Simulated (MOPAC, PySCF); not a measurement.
C₃H₈OSi, SMILES `OC/C=C\[SiH3]` (H–O–C–C torsion 73°, O–C–C–C torsion 8°), neutral singlet in the gas phase. 

Cartesian coordinates (Å):
```xyz
13

O     -0.9980    -1.3256    -0.0426
C     -1.6094    -0.0738    -0.2403
C     -0.6838     1.0850    -0.0734
C      0.6366     1.0117     0.0810
Si     1.7204    -0.5133     0.0669
H     -0.8295    -1.4385     0.8967
H     -2.0033    -0.0789    -1.2631
H     -2.4798     0.0545     0.4190
H     -1.1758     2.0576    -0.0925
H      1.1626     1.9583     0.1857
H      1.4715    -1.4274     1.2168
H      3.1201    -0.0230     0.2234
H      1.6538    -1.2769    -1.2030
```
Charge 0, spin multiplicity 1.

All levels are single points at this geometry (PBE0-D3(BJ)/def2-TZVP); Pople sets use spherical d functions. Orbital energies aren't observables, and empty levels follow the basis.

BP86/6-31G* in PySCF gives gap (eV) = 5.09.

Task: Estimate the gap (eV) from each of these levels: PBE-D3(BJ)/def2-TZVP in PySCF; PBE0-D3(BJ)/def2-TZVP in PySCF; ωB97X-D3(BJ)/def2-TZVP in PySCF; B3LYP/3-21G in PySCF; HF/3-21G in PySCF; PM3 in MOPAC; PM6 in MOPAC; PM7 in MOPAC.

Result: 
```csv
level,gap (eV)
PBE-D3(BJ)/def2-TZVP in PySCF,4.96
PBE0-D3(BJ)/def2-TZVP in PySCF,7.08
ωB97X-D3(BJ)/def2-TZVP in PySCF,11.59
B3LYP/3-21G in PySCF,6.99
HF/3-21G in PySCF,13.71
PM3 in MOPAC,10.40
PM6 in MOPAC,10.56
PM7 in MOPAC,11.01
```
